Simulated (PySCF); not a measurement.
**Correlation energy of Se⁻ (selenium, charge -1)**

[Ar] 3d10 4s2 4p5, 2P determinant. All numbers are calculated (PySCF 2.14, the spin-free X2C one-electron Hamiltonian (Gaussian nucleus), in x2c-TZVPPall with one added diffuse shell each of s, p, d type (7s6p5d1f, 57 functions)). Frozen: [Ar] 3d10; 7 electrons correlated.

MP2 pair energies summed by pair of shells (mhartree):

| pair | energy | share (%) |
| --- | --- | --- |
| 4p-4p | -78.18 | 59.1 |
| 4s-4p | -45.52 | 34.4 |
| 4s-4s | -8.69 | 6.6 |

Total MP2 correlation energy: -132.39 mhartree.

Same-spin part -30.49 and opposite-spin part -101.90 mhartree; SCS-MP2 scales them by 1/3 and 6/5 to -132.44 mhartree.
